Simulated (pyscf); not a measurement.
HO–ZrH(F)–F, singlet

Gas-phase minimum from PySCF at ωB97X-D3(BJ)/def2-SVP, one conformer. 

```xyz
6

O     -0.2603    -0.3668     1.1023
Zr    -1.2861     0.1786    -0.4007
F     -1.3153    -1.1470    -1.7683
F     -3.0428     0.7313     0.0880
H      0.2124    -0.7385     1.8479
H     -0.4151     1.6624    -1.0939
```

Bonds (Å): O1–Zr2 1.900, O1–H5 0.958, Zr2–F3 1.905, Zr2–F4 1.905, Zr2–H6 1.855. Angles (°): Zr2–O1–H5 173.6, O1–Zr2–F3 112.1, O1–Zr2–F4 112.2, O1–Zr2–H6 105.8, F3–Zr2–F4 111.8, F3–Zr2–H6 107.2, F4–Zr2–H6 107.3.

Properties at ωB97X-D3(BJ)/def2-SVP:

```
Item                                                                                                                                                                               Value
---------------------------------------------------------------------------------------------------------------------  -----------------------------------------------------------------
Harmonic wavenumbers, unscaled                                                                                         157, 164, 165, 313, 390, 498, 528, 690, 710, 777, 1742, 4017 cm⁻¹
Zero-point energy                                                                                                                                                          14.5 kcal/mol
Rotational symmetry number                                                                                                                                                             1
Entropy of this conformer at 298 K and 1 atm, rigid rotor and harmonic oscillator, modes under 100 cm⁻¹ raised to 100                                                    330.5 J/(mol K)
Dipole moment                                                                                                                                                                     2.76 D
```

Single-point totals, which compare only within one level:

| level | total energy (hartree) |
|---|---|
| ωB97X-D3(BJ)/def2-TZVP | -323.56372 |
| PBE/def2-TZVP | -323.26434 |
| r²SCAN/def2-TZVP | -323.42537 |
| B3LYP-D3(BJ)/def2-TZVP | -323.54580 |
| PBE0-D3(BJ)/def2-TZVP | -323.23180 |
| M06-2X/def2-TZVP | -323.31168 |
| ωB97M-D3(BJ)/def2-TZVP | -323.52354 |

Soft torsions are taken as harmonic, which can shift the entropy by several J/(mol K). Elements past Kr carry the def2 core potentials, without spin-orbit coupling.
